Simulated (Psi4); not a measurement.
Psi4 input (wB97X-D/6-31G*):

```
memory 1500 MB

molecule {
-1 1
C    -2.45650900   -0.53814300    0.09035700
C    -1.21647700    0.04603300    0.09224000
C     0.05760200   -0.49479200   -0.18827900
Si    1.59250000    0.40542000   -0.01072500
H    -2.59056100   -1.59255500   -0.13395900
H    -3.34888700    0.03982700    0.29935900
H    -1.21534900    1.11187800    0.34179500
H     0.09975700   -1.55334800   -0.44848200
H     2.60981100    0.15264300   -1.09843500
H     2.47202800    0.19593400    1.21396100
H     1.37050500    1.89114200    0.01000500
symmetry c1
no_reorient
no_com
}

set {
  basis 6-31G*
  reference rks
  scf_type pk
  dft_radial_points 99
  dft_spherical_points 590
  e_convergence 1e-8
  d_convergence 1e-7
  maxiter 150
}

e = energy('wb97x-d')
print_out(f'\nFINAL {e:.10f} DIPOLE {variable("CURRENT DIPOLE")[0]:.6f} {variable("CURRENT DIPOLE")[1]:.6f} {variable("CURRENT DIPOLE")[2]:.6f}\n')
```

Output:

```
   => Loading Basis Set <=

    Name: 6-31G*
    Role: ORBITAL
    Keyword: BASIS
    atoms 1-3  entry C          line   111 file 6-31gs.gbs
    atoms 4    entry SI         line   268 file 6-31gs.gbs
    atoms 5-11 entry H          line    44 file 6-31gs.gbs

   => WB97X-D: Empirical Dispersion <=

    Chai and Head-Gordon Dispersion Correction
    Chai, J.-D.; Head-Gordon, M. (2010), J. Chem. Phys., 132: 6615-6620

        s6 =       1.000000

         ---------------------------------------------------------
                                   SCF
               by Justin Turney, Rob Parrish, Andy Simmonett
                          and Daniel G. A. Smith
                              RKS Reference
         ---------------------------------------------------------

  ==> Geometry <==

    Molecular point group: c1
    Full point group: C1

    Geometry (in Angstrom), charge = -1, multiplicity = 1:

       Center              X                  Y                   Z               Mass
    ------------   -----------------  -----------------  -----------------  -----------------
         C           -2.456509000000    -0.538143000000     0.090357000000    12.000000000000
         C           -1.216477000000     0.046033000000     0.092240000000    12.000000000000
         C            0.057602000000    -0.494792000000    -0.188279000000    12.000000000000
         SI           1.592500000000     0.405420000000    -0.010725000000    27.976926534650
         H           -2.590561000000    -1.592555000000    -0.133959000000     1.007825032230
         H           -3.348887000000     0.039827000000     0.299359000000     1.007825032230
         H           -1.215349000000     1.111878000000     0.341795000000     1.007825032230
         H            0.099757000000    -1.553348000000    -0.448482000000     1.007825032230
         H            2.609811000000     0.152643000000    -1.098435000000     1.007825032230
         H            2.472028000000     0.195934000000     1.213961000000     1.007825032230
         H            1.370505000000     1.891142000000     0.010005000000     1.007825032230

  Running in c1 symmetry.

  Rotational constants: A =      1.03480  B =      0.08152  C =      0.07747 [cm^-1]
  Rotational constants: A =  31022.47927  B =   2444.02967  C =   2322.41058 [MHz]
  Nuclear repulsion =  143.028640351967937

  Charge       = -1
  Multiplicity = 1
  Electrons    = 40
  Nalpha       = 20
  Nbeta        = 20

  ==> Algorithm <==

  SCF Algorithm Type is PK.
  DIIS enabled.
  MOM disabled.
  Fractional occupation disabled.
  Guess Type is SAD.
  Energy threshold   = 1.00e-08
  Density threshold  = 1.00e-07
  Integral threshold = 1.00e-12

  ==> Primary Basis <==

  Basis Set: 6-31G*
    Blend: 6-31G*
    Number of shells: 40
    Number of basis functions: 78
    Number of Cartesian functions: 78
    Spherical Harmonics?: false
    Max angular momentum: 2

  ==> DFT Potential <==

   => LibXC <=

    Version 7.1.2
    S. Lehtola, C. Steigemann, M. J. T. Oliveira, and M. A. L. Marques,  SoftwareX 7, 1–5 (2018) (10.1016/j.softx.2017.11.002)

   => Composite Functional: WB97X-D <=

    wB97X-D Hyb-GGA Exchange-Correlation Functional

    J.-D. Chai and M. Head-Gordon,  Phys. Chem. Chem. Phys. 10, 6615–6620 (2008) (10.1039/B810189B)

    Deriv               =              1
    GGA                 =           TRUE
    Meta                =          FALSE

    Exchange Hybrid     =           TRUE
    MP2 Hybrid          =          FALSE

   => Exchange-Correlation Functionals <=

    1.0000   wB97X-D range-separated functional

   => Exact (HF) Exchange <=

    0.7780            HF,LR [omega = 0.2000]
    0.2220               HF

   => LibXC Density Thresholds  <==

    XC_HYB_GGA_XC_WB97X_D:  1.00E-14

   => Molecular Quadrature <=

    Radial Scheme          =       TREUTLER
    Pruning Scheme         =           NONE
    Nuclear Scheme         =       TREUTLER

    Blocking Scheme        =         OCTREE
    BS radius alpha        =              1
    Pruning alpha          =              1
    Radial Points          =             99
    Spherical Points       =            590
    Total Points           =         608538
    Total Blocks           =           4325
    Max Points             =            256
    Max Functions          =             77
    Weights Tolerance      =       1.00E-15

  ==> Integral Setup <==

  Using in-core PK algorithm.
   Calculation information:
      Number of atoms:                  11
      Number of AO shells:              40
      Number of primitives:            100
      Number of atomic orbitals:        78
      Number of basis functions:        78

      Integral cutoff                 1.00e-12
      Number of threads:                 1

  Performing in-core PK
  Using 14243463 doubles for integral storage.
  We computed 301779 shell quartets total.
  Whereas there are 336610 unique shell quartets.

  Computing range-separated integrals for PK
  We computed 301779 wK shell quartets total.
  Whereas there are 336610 wK unique shell quartets.

  ==> DiskJK: Disk-Based J/K Matrices <==

    J tasked:                  Yes
    K tasked:                  Yes
    wK tasked:                 Yes
    Omega:               2.000E-01
    Schwarz Cutoff:          1E-12


  Cached 50.0% of DFT collocation blocks in 0.545 [GiB].

  Minimum eigenvalue in the overlap matrix is 4.5240925728E-03.
  Reciprocal condition number of the overlap matrix is 6.6951954396E-04.
    Using symmetric orthogonalization.

  ==> Pre-Iterations <==

  SCF Guess: Superposition of Atomic Densities via on-the-fly atomic UHF (no occupation information).

   -------------------------
    Irrep   Nso     Nmo
   -------------------------
     A         78      78
   -------------------------
    Total      78      78
   -------------------------

  ==> Iterations <==

                        Total Energy        Delta E     RMS |[F,P]|

   @RKS iter SAD:  -406.98563808484346   -4.06986e+02   0.00000e+00
   @RKS iter   1:  -407.63282851826949   -6.47190e-01   8.72629e-03 ADIIS/DIIS
   @RKS iter   2:  -407.71130374889350   -7.84752e-02   7.62745e-03 ADIIS/DIIS
   @RKS iter   3:  -407.90812346470665   -1.96820e-01   8.43812e-04 ADIIS/DIIS
   @RKS iter   4:  -407.91010266256848   -1.97920e-03   3.60168e-04 ADIIS/DIIS
   @RKS iter   5:  -407.91052367744641   -4.21015e-04   9.97600e-05 DIIS
   @RKS iter   6:  -407.91056317767317   -3.95002e-05   1.36356e-05 DIIS
   @RKS iter   7:  -407.91056472981444   -1.55214e-06   3.87801e-06 DIIS
   @RKS iter   8:  -407.91056480947793   -7.96635e-08   1.97802e-06 DIIS
   @RKS iter   9:  -407.91056482657979   -1.71019e-08   3.46997e-07 DIIS
   @RKS iter  10:  -407.91056482773882   -1.15904e-09   8.71484e-08 DIIS
  Energy and wave function converged.

  ==> Post-Iterations <==

   Electrons on quadrature grid:
      Ntotal   =   40.0000005904 ; deviation = 5.904e-07

    Orbital Energies [Eh]
    ---------------------

    Doubly Occupied:

       1A    -66.080028     2A    -10.102495     3A    -10.059243
       4A    -10.047030     5A     -5.195238     6A     -3.540922
       7A     -3.539916     8A     -3.537605     9A     -0.661000
      10A     -0.546830    11A     -0.442984    12A     -0.412913
      13A     -0.320632    14A     -0.302807    15A     -0.237056
      16A     -0.234434    17A     -0.224708    18A     -0.199357
      19A     -0.167080    20A     -0.022611

    Virtual:

      21A      0.294085    22A      0.310753    23A      0.319745
      24A      0.364943    25A      0.385857    26A      0.392326
      27A      0.400506    28A      0.432135    29A      0.466276
      30A      0.473411    31A      0.496265    32A      0.507199
      33A      0.605276    34A      0.635728    35A      0.672186
      36A      0.773155    37A      0.797830    38A      0.848720
      39A      0.874336    40A      0.911952    41A      0.918130
      42A      0.941623    43A      0.962190    44A      0.969616
      45A      1.014501    46A      1.112060    47A      1.143008
      48A      1.158066    49A      1.172925    50A      1.181834
      51A      1.197727    52A      1.242930    53A      1.317775
      54A      1.343712    55A      1.402654    56A      1.418780
      57A      1.444594    58A      1.550449    59A      1.649961
      60A      1.689584    61A      1.814738    62A      2.028587
      63A      2.115894    64A      2.184468    65A      2.222956
      66A      2.278010    67A      2.458295    68A      2.496521
      69A      2.559165    70A      2.638221    71A      2.784387
      72A      2.846174    73A      3.097990    74A      3.227308
      75A      3.255578    76A      4.415700    77A      4.510019
      78A      4.719850

    Final Occupation by Irrep:
              A
    DOCC [    20 ]
    NA   [    20 ]
    NB   [    20 ]

  @RKS Final Energy:  -407.91056482773882

   => Energetics <=

    Nuclear Repulsion Energy =            143.0286403519679368
    One-Electron Energy =                -851.0351953473757476
    Two-Electron Energy =                 328.1346971523815910
    DFT Exchange-Correlation Energy =     -28.0350338416487261
    Empirical Dispersion Energy =          -0.0036731430639320
    VV10 Nonlocal Energy =                  0.0000000000000000
    Total Energy =                       -407.9105648277388241

Computation Completed

Properties will be evaluated at   0.000000,   0.000000,   0.000000 [a0]

Properties computed using the SCF density matrix

 Multipole Moments:

 ------------------------------------------------------------------------------------
     Multipole            Electronic (a.u.)      Nuclear  (a.u.)        Total (a.u.)
 ------------------------------------------------------------------------------------

 L = 1.  Multiply by 2.5417464519 to convert [e a0] to [Debye]
 Dipole X            :          0.2678334           -0.0000000            0.2678334
 Dipole Y            :          0.1850262           -0.0000208            0.1850054
 Dipole Z            :          0.0259941            0.0000038            0.0259979
 Magnitude           :                                                    0.3265542

 ------------------------------------------------------------------------------------

FINAL -407.9105648277 DIPOLE 0.267833 0.185005 0.025998

*** Psi4 exiting successfully. Buy a developer a beer!
```

The dipole moment of an ion depends on the origin.

The geometry given is a B3LYP-D3(BJ)/def2-TZVP minimum.
